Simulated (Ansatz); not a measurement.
The same isomerisation along the group Ti, Zr, Hf.

Computed with Ansatz on PBE0-D4/def2-TZVP structures; ΔE is electronic, products minus reactants. CBS: MP2 limit from def2 TZ/QZ plus the TZ coupled-cluster correction, frozen cores. Functionals use def2-TZVPP. B3LYP here is the variant with VWN-RPA as its local correlation; programs differ in this. Elements past krypton have def2 core potentials. For Hf, Ti, Zr outer-core shells are correlated without core-valence functions, which leaves a few kJ/mol of doubt a bond. Scalar relativity is left out up to krypton. Each species was taken in one conformer, which may not be the lowest.

```csv
reaction,CCSD(T)/CBS(def2) (kJ/mol)
`[CH3][Ti]12345678([OH])([C@H]9[C@@H]1[C@@H]2[C@@H]3[C@H]94)[C@H]1[C@@H]5[C@@H]6[C@@H]7[C@H]18` → `C[O][TiH]12345678([C@H]9[C@@H]1[C@@H]2[C@@H]3[C@H]94)[C@H]1[C@@H]5[C@@H]6[C@@H]7[C@H]18`,?
`[CH3][Zr]12345678([OH])([C@H]9[C@@H]1[C@@H]2[C@@H]3[C@H]94)[C@H]1[C@@H]5[C@@H]6[C@@H]7[C@H]18` → `C[O][ZrH]12345678([C@H]9[C@@H]1[C@@H]2[C@@H]3[C@H]94)[C@H]1[C@@H]5[C@@H]6[C@@H]7[C@H]18`,67
`[CH3][Hf]12345678([OH])([C@H]9[C@@H]1[C@@H]2[C@@H]3[C@H]94)[C@H]1[C@@H]5[C@@H]6[C@@H]7[C@H]18` → `C[O][HfH]12345678([C@H]9[C@@H]1[C@@H]2[C@@H]3[C@H]94)[C@H]1[C@@H]5[C@@H]6[C@@H]7[C@H]18`,72
```

Q: Fill in the missing values. (Best estimate.)

A: Computed: `[CH3][Ti]12345678([OH])([C@H]9[C@@H]1[C@@H]2[C@@H]3[C@H]94)[C@H]1[C@@H]5[C@@H]6[C@@H]7[C@H]18` → `C[O][TiH]12345678([C@H]9[C@@H]1[C@@H]2[C@@H]3[C@H]94)[C@H]1[C@@H]5[C@@H]6[C@@H]7[C@H]18`: +47.8 kJ/mol.

Largest T1 diagnostic: 0.018, for `C[O][TiH]12345678([C@H]9[C@@H]1[C@@H]2[C@@H]3[C@H]94)[C@H]1[C@@H]5[C@@H]6[C@@H]7[C@H]18`.
